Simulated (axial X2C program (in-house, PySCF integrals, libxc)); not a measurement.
**Outer orbitals of GeS⁺ at 2.173 Å, PBE0**

All values were computed with an in-house relativistic program for diatomic molecules. Spin-free means the one-electron spin-free X2C Hamiltonian; two-component (2c) means X2C with spin–orbit coupling and atomic mean-field two-electron Coulomb and Gaunt terms, so the difference of the two also holds small scalar two-electron terms. Basis: Ge dyall-cv3z [9s9p7d4f1g], S dyall-av3z [9s8p3d2f] (cores contracted in-house); Gaussian nuclei, density fitting, unrestricted open shells. Masses: Ge 73.921 u, S 31.972 u.

The distance is close to the 2c PBE0 minimum; the highest filled and lowest empty levels are listed.

Spin-free orbitals, state M_S = 1/2, Λ = 1 (beyond evenly filled blocks: π+α, π+β, π-α) (Löwdin shares):

```tsv
symmetry	occupied	ε (eV)	atomic character
σα	yes	-27.17	72% S s, 10% Ge s, 9% Ge p
σβ	yes	-26.00	68% S s, 13% Ge s, 9% Ge p
σα	yes	-20.32	52% Ge s, 27% S p, 12% S s
σβ	yes	-20.05	51% Ge s, 25% S p, 15% S s
π-α	yes	-15.33	83% S p, 11% Ge p, 4% Ge d
π+α	yes	-15.33	83% S p, 11% Ge p, 4% Ge d
σα	yes	-14.93	47% S p, 33% Ge p, 14% Ge s
σβ	yes	-14.71	47% S p, 34% Ge p, 12% Ge s
π+β	yes	-14.24	76% S p, 18% Ge p, 4% Ge d
π-β	no	-11.92	69% S p, 25% Ge p, 3% Ge d
π-α	no	-9.22	72% Ge p, 11% S p, 11% S d
π+α	no	-9.22	72% Ge p, 11% S p, 11% S d
π+β	no	-9.03	66% Ge p, 17% S p, 10% S d
```

Spinors with spin–orbit coupling (state Ω = 3/2):

| ω | occupied | ε (eV) | atomic character | λ mixture |
| --- | --- | --- | --- | --- |
| 1/2 | yes | -27.18 | 72% S s, 10% Ge s, 9% Ge p | 100% σ |
| -1/2 | yes | -26.00 | 68% S s, 13% Ge s, 9% Ge p | 100% σ |
| 1/2 | yes | -20.32 | 52% Ge s, 27% S p, 12% S s | 100% σ |
| -1/2 | yes | -20.04 | 51% Ge s, 25% S p, 15% S s | 100% σ |
| -1/2 | yes | -15.36 | 83% S p, 11% Ge p, 4% Ge d | 100% π |
| 3/2 | yes | -15.30 | 83% S p, 11% Ge p, 4% Ge d | 100% π |
| 1/2 | yes | -14.93 | 47% S p, 33% Ge p, 14% Ge s | 100% σ |
| -1/2 | yes | -14.71 | 47% S p, 34% Ge p, 12% Ge s | 100% σ |
| 1/2 | yes | -14.27 | 76% S p, 18% Ge p, 4% Ge d | 100% π |
| -3/2 | no | -11.88 | 69% S p, 24% Ge p, 3% Ge d | 100% π |
| -1/2 | no | -9.27 | 72% Ge p, 12% S p, 11% S d | 100% π |
| 3/2 | no | -9.14 | 72% Ge p, 11% S p, 11% S d | 100% π |
| 1/2 | no | -9.09 | 66% Ge p, 18% S p, 10% S d | 100% π |

How does the gap between the highest filled and lowest empty level change from the spin-free to the 2c table?

From 2.32 to 2.39 eV at PBE0, a change of 0.07 eV.

Mulliken charges and populations of the two-component result (they depend on the basis, above all on diffuse functions):

Ge 0.90 e (s 7.95 p 13.06 d 10.08 f 0.01), S 0.10 e (s 5.95 p 9.89 d 0.06 f 0.01). ⟨Lz⟩ = 1.00 ħ and ⟨Sz⟩ = 0.50 ħ (0.01 and 0.49 on the two atoms), which add up to Ω.

The state is one determinant whose occupation by symmetry is held fixed; it was picked as the lowest of a PBE0 search that is not exhaustive. Density functionals use the spin component along the axis (collinear). Without a current term, density functionals place determinants with orbital angular momentum somewhat too high.
